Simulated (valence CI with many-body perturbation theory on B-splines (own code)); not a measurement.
**Run record, Hg⁴⁰⁺**

Calculated by configuration interaction combined with many-body perturbation theory (CI+MBPT): four valence electrons over a frozen Dirac-Fock core [Kr], a basis of 6 s, 6 p, 5 d, 5 f, 1 g functions for each j, with the one-electron correlation potential Σ1 (screened to all orders), the two-electron term Σ2, the three-electron term Σ3, Breit, model QED; selected single and double excitations, second order for the rest, scaled by the run's own slope (own B-spline code, finite nucleus).

Command, and the settings that its task file holds:

```sh
python run_cv.py task.json out
```

```
atom Hg  Z=80  mass_number=202  rms_radius_fm=5.4648
core [Kr]
valence 4d4
avg = 1
basis = S
breit = 1
cap = 20000
capref = 1200
cscale = 1
de = 0.0
dress = 0
eps = 2e-08
extrap = 1
h = 0.27
hh = 1
l2 = 3
lcore = 6
maxit = 60
n2 = 5
natural = 1
nlev = 30
nno = [3, 3, 3, 3, 1]
nroot = 26
nsp = [3, 3, 2, 2, 0]
pt2 = 1
qed = 1
rpa = 1
s1 = 1
s2 = 1
s3 = 1
screen = 1
tol = 2e-05
whole = 1
```

It took 40 s on 1 thread of Intel(R) Xeon(R) Platinum 8375C CPU @ 2.90GHz (Ice Lake), on a shared host.

Log. The first blocks belong to the next ion, which gives the ionisation energy. Fields: 2J, parity (1 odd), roots, reference size, generating configurations, candidates as configurations/state functions, variational space P, stored matrix elements, Davidson steps; e2 is the range of second-order energies in hartree. The first line gives the box (bohr), its intervals, the orbitals and the steps of their self-consistent field. Window is the range of levels sought, series limit the energy at which the first omitted orbital would enter, core excitation an estimate of the first excitation out of the core, left out the lowest levels not solved, and shifts from estimates the range by which levels moved from their first estimate, all in cm⁻¹.

```
rmax 3.6 intervals 57 orbitals 40 references ['4d4', '4d3 4f', '4d2 4f2', '4d3 5s', '4d3 5p'] scf 4 t 1.5
2J=3 par=0 roots 2 ref 38 generators 4 cand 1144/2800 P 518/1246 nnz 0 it 0
2J=3 par=0 roots 2 ref 38 generators 8 cand 1284/3062 P 689/1721 nnz 0 it 4
   second order: generators 10 cand 1431/3354 e2 -0.00001 -0.00000
reference levels 697, estimated 34, window 773892 1/cm; series limit 7962456, core excitation 1453517
2J=0 par=0 roots 5 ref 26 generators 9 cand 2674/6183 P 1122/2210 nnz 0 it 4
2J=0 par=0 roots 5 ref 26 generators 11 cand 2470/5676 P 1467/3207 nnz 1.3e+06 it 4
   second order: generators 17 cand 4028/8702 e2 -0.00001 -0.00000
2J=2 par=0 roots 4 ref 44 generators 7 cand 3179/18956 P 820/4000 nnz 3.7e+06 it 5
2J=2 par=0 roots 4 ref 44 generators 10 cand 2855/17498 P 1140/5892 nnz 6.1e+06 it 5
   second order: generators 11 cand 3173/19213 e2 -0.00002 -0.00001
2J=8 par=0 roots 7 ref 85 generators 10 cand 3339/32387 P 545/3985 nnz 3.7e+06 it 4
2J=8 par=0 roots 7 ref 85 generators 12 cand 3137/30978 P 1180/8534 nnz 1.3e+07 it 5
   second order: generators 16 cand 3194/34960 e2 -0.00004 -0.00001
2J=4 par=0 roots 8 ref 78 generators 11 cand 3379/29044 P 575/3994 nnz 3.5e+06 it 5
2J=4 par=0 roots 8 ref 78 generators 12 cand 3158/27627 P 1288/9192 nnz 1.4e+07 it 6
   second order: generators 17 cand 3785/34803 e2 -0.00004 -0.00001
2J=6 par=0 roots 6 ref 77 generators 8 cand 3369/33124 P 494/3996 nnz 3.9e+06 it 4
2J=6 par=0 roots 6 ref 77 generators 10 cand 3183/31703 P 1106/8711 nnz 1.4e+07 it 5
   second order: generators 14 cand 3923/42331 e2 -0.00003 -0.00002
2J=10 par=0 roots 2 ref 63 generators 3 cand 2480/22946 P 608/3999 nnz 4e+06 it 4
2J=10 par=0 roots 2 ref 63 generators 7 cand 2949/25707 P 862/5529 nnz 6.9e+06 it 4
   second order: generators 9 cand 3387/32715 e2 -0.00003 -0.00003
2J=12 par=0 roots 2 ref 54 generators 2 cand 406/1447 P 735/3263 nnz 2.8e+06 it 3
2J=12 par=0 roots 2 ref 54 generators 7 cand 2614/19460 P 883/4153 nnz 3.8e+06 it 5
   second order: generators 10 cand 3158/26184 e2 -0.00002 -0.00002
left out: unestimated 1947160, estimated none, shifts from estimates -68 to 0
operators 3.3
```

The Davidson iterations converged.

The last digits are not significant, and no measured levels were compared; by estimate large intervals hold to a few tenths of a per cent, small ones and those within an open d or f shell to about a per cent. Only levels of the ground parity were solved; by the run's estimate the other parity begins above the list, which can be wrong where configurations are misplaced.

| Item | Value |
| --- | --- |
| Valence energy | -297.2885 hartree |
| Ionisation energy | 1929.9 eV (NIST: 1928 ± 4 eV (theoretical)) |
| Reference configurations for the orbitals | 4d4, 4d3 4f, 4d2 4f2, 4d3 5s, 4d3 5p |
| Radial orbitals | 40 |
| Box radius | 3.642 bohr |
| Largest variational space | 9192 |
| Lowest levels | (4d3/2^4) J=0 0, (4d3/2^3 4d5/2) J=1 190320, (4d3/2^3 4d5/2) J=4 235430, (4d3/2^3 4d5/2) J=2 241470, (4d3/2^3 4d5/2) J=3 253310, (4d3/2^2 4d5/2^2) J=0 [a] 412430, (4d3/2^2 4d5/2^2) J=2 [a] 415070, (4d3/2^2 4d5/2^2) J=4 [a] 424560, (4d3/2^2 4d5/2^2) J=3 [a] 428780, (4d3/2^2 4d5/2^2) J=5 445710, (4d3/2^2 4d5/2^2) J=6 458580, (4d3/2^2 4d5/2^2) J=1 458830, (4d3/2^2 4d5/2^2) J=3 [b] 471780, (4d3/2^2 4d5/2^2) J=4 [b] 475020 cm⁻¹ |

Levels are named by their leading jj configuration (3d3/2^4 stands for four electrons in 3d with j = 3/2), which in mixed levels can hold well under half, so a name can repeat and another be missing. Letters in brackets count levels of one name in rising energy.
